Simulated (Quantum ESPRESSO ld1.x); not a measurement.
Q: Au44+, configuration [Ar] 3d10 4s2 4p5. All-electron calculation, Dirac Kohn-Sham, PBE, spin-unpolarised, spherical densities, point nucleus; open shells fill j = l - 1/2 first. Program: ld1.x of Quantum ESPRESSO 7.5.

Spin-orbit splittings of the eigenvalues, e(l+1/2) - e(l-1/2), with zeta = 2 splitting/(2l+1) and mean radii in bohr:

| shell | occ. | splitting (eV) | zeta (eV) | <r> j=l-1/2 | <r> j=l+1/2 |
|---|---|---|---|---|---|
| 2p | 6 | 1839 | 1226 | 0.05793 | 0.06645 |
| 3p | 6 | 419.3 | 279.5 | 0.1710 | 0.1858 |
| 3d | 10 | ? | ? | 0.1613 | 0.1658 |
| 4p | 5 | 136.0 | 90.65 | 0.3603 | 0.3818 |

Estimate the 3d splitting.

A: 91.09 eV (zeta = 36.43 eV).
